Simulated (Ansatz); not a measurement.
Relaxation of C3H11NSSi (17 atoms, charge 0, multiplicity 1), to a largest force component of 0.015 eV/Å in at most 40 steps.

Theory: Ansatz 0.2.0, RKS PBE0/STO-3G.

```xyz
17
Properties=species:S:1:pos:R:3
C 0.902 -2.446 -0.399
C 0.647 -0.924 -0.706
N 0.234 -0.224 0.512
C -1.098 -0.636 0.968
Si -0.902 -2.151 2.169
S -1.797 0.713 1.975
H 1.676 -2.552 0.330
H 1.175 -2.914 -1.333
H -0.060 -2.840 0.016
H -0.122 -0.819 -1.448
H 1.574 -0.507 -1.085
H 0.085 0.811 0.245
H -1.770 -0.935 0.252
H -0.313 -3.309 1.509
H -2.228 -2.568 2.675
H -0.089 -1.817 3.384
H -0.772 0.877 2.802
```

Where does it end, and by what steps?

It converged. Limits of this set-up: minimal basis. After 22 steps the energy has fallen by 1.238 eV; H14 moved furthest, 1.84 Å.

```json
{"step": "0", "energy less start (eV)": "0.0000", "largest force component (eV/Å)": "5.257", "accepted": "yes"}
{"step": "1", "energy less start (eV)": "-0.8444", "largest force component (eV/Å)": "0.661", "accepted": "yes"}
{"step": "2", "energy less start (eV)": "-0.9647", "largest force component (eV/Å)": "0.752", "accepted": "yes"}
{"step": "3", "energy less start (eV)": "-0.9809", "largest force component (eV/Å)": "0.763", "accepted": "yes"}
{"step": "4", "energy less start (eV)": "-1.0232", "largest force component (eV/Å)": "0.226", "accepted": "yes"}
{"step": "5", "energy less start (eV)": "-1.0311", "largest force component (eV/Å)": "0.120", "accepted": "yes"}
{"step": "6", "energy less start (eV)": "-1.0347", "largest force component (eV/Å)": "0.045", "accepted": "yes"}
{"step": "7", "energy less start (eV)": "-1.0366", "largest force component (eV/Å)": "0.075", "accepted": "yes"}
{"step": "8", "energy less start (eV)": "-1.0379", "largest force component (eV/Å)": "0.083", "accepted": "yes"}
{"step": "9", "energy less start (eV)": "-1.0394", "largest force component (eV/Å)": "0.068", "accepted": "yes"}
{"step": "10", "energy less start (eV)": "-1.0404", "largest force component (eV/Å)": "0.070", "accepted": "yes"}
{"step": "11", "energy less start (eV)": "-1.0422", "largest force component (eV/Å)": "0.105", "accepted": "yes"}
{"step": "12", "energy less start (eV)": "-1.0445", "largest force component (eV/Å)": "0.235", "accepted": "yes"}
{"step": "13", "energy less start (eV)": "-1.0525", "largest force component (eV/Å)": "0.353", "accepted": "yes"}
{"step": "14", "energy less start (eV)": "-1.0768", "largest force component (eV/Å)": "0.610", "accepted": "yes"}
{"step": "15", "energy less start (eV)": "-1.1121", "largest force component (eV/Å)": "0.719", "accepted": "yes"}
{"step": "16", "energy less start (eV)": "-1.1513", "largest force component (eV/Å)": "0.717", "accepted": "yes"}
{"step": "17", "energy less start (eV)": "-1.1929", "largest force component (eV/Å)": "0.625", "accepted": "yes"}
{"step": "18", "energy less start (eV)": "-1.1721", "largest force component (eV/Å)": "0.795", "accepted": "no"}
{"step": "19", "energy less start (eV)": "-1.2323", "largest force component (eV/Å)": "0.101", "accepted": "yes"}
{"step": "20", "energy less start (eV)": "-1.2366", "largest force component (eV/Å)": "0.038", "accepted": "yes"}
{"step": "21", "energy less start (eV)": "-1.2378", "largest force component (eV/Å)": "0.034", "accepted": "yes"}
{"step": "22", "energy less start (eV)": "-1.2380", "largest force component (eV/Å)": "0.012", "accepted": "yes"}
```

```xyz
17
Properties=species:S:1:pos:R:3
C 0.732 -2.131 -1.411
C 0.789 -0.843 -0.560
N 0.577 -1.140 0.904
C -0.884 -1.315 1.234
Si -1.005 -1.790 3.061
S -2.003 0.061 0.741
H 1.471 -2.858 -1.052
H 0.949 -1.896 -2.461
H -0.262 -2.593 -1.361
H 0.039 -0.115 -0.932
H 1.788 -0.387 -0.657
H 0.880 -0.260 1.403
H -1.229 -2.173 0.634
H -0.252 -2.992 3.324
H -2.387 -2.003 3.420
H -0.477 -0.708 3.857
H -1.583 0.899 1.722
```

Whether the end is a true minimum wasn't checked by a vibrational analysis.

The run took 120 s on 1 thread of Arm Neoverse V1, with other jobs on the host, peak memory 0.16 GiB.
